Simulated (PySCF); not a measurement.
**BiB and its ions**

PBE0; Bi aug-cc-pVDZ-PP with ECP60, B aug-cc-pVDZ; scalar-relativistic core potentials (PySCF 2.14). Neutral (UKS): triplet (σ ↑, π ↑), Re = 2.145 Å, ωe = 623 cm⁻¹, De = 2.10 eV, HOMO -5.79 eV, LUMO -3.96 eV.

BiB⁺ (UKS): quartet (σ ↑, π ↑↑), Re = 2.284 Å, ωe = 477 cm⁻¹. The energies at the minima are -239.30764 hartree for BiB and -239.02223 for BiB⁺.

Problem. Work out the adiabatic ionisation energy, without and with harmonic zero-point energies (1 hartree = 27.2114 eV, 1 eV = 8065.5 cm⁻¹), and the change of the bond length.

Solution. At PBE0: 0.28541 hartree = 7.766 eV between the minima; the zero-point term (477.0 − 623.0)/2 cm⁻¹ = -0.009 eV makes it 7.757 eV. Re changes by +13.9 pm against the neutral. The electron leaves a π orbital, and the longer bond of the ion fits a bonding orbital, or a change in how ionic the bond is.

BiB⁻ (UKS): doublet (σ ↑), Re = 2.093 Å, ωe = 673 cm⁻¹, De = 3.53 eV to Bi⁻ + B. The energies at the minima are -239.30764 hartree for BiB and -239.38801 for BiB⁻.

Problem. Work out the adiabatic electron affinity, without and with harmonic zero-point energies (1 hartree = 27.2114 eV, 1 eV = 8065.5 cm⁻¹), and the change of the bond length.

Solution. At PBE0: 0.08037 hartree = 2.187 eV between the minima; the zero-point term (623.0 − 673.0)/2 cm⁻¹ = -0.003 eV makes it 2.184 eV. Re changes by -5.2 pm against the neutral. The electron enters a π orbital; the charge polarises the partner, so the anion is bound more strongly.

These are scalar-relativistic numbers at best; spin–orbit coupling would shift them, the dissociation energy most. For an ion De counts to the pair picked by the measured ionisation energies or electron affinities, which need not be the lowest pair at this level. States were picked by a PBE0 search and need not be the measured ground states.
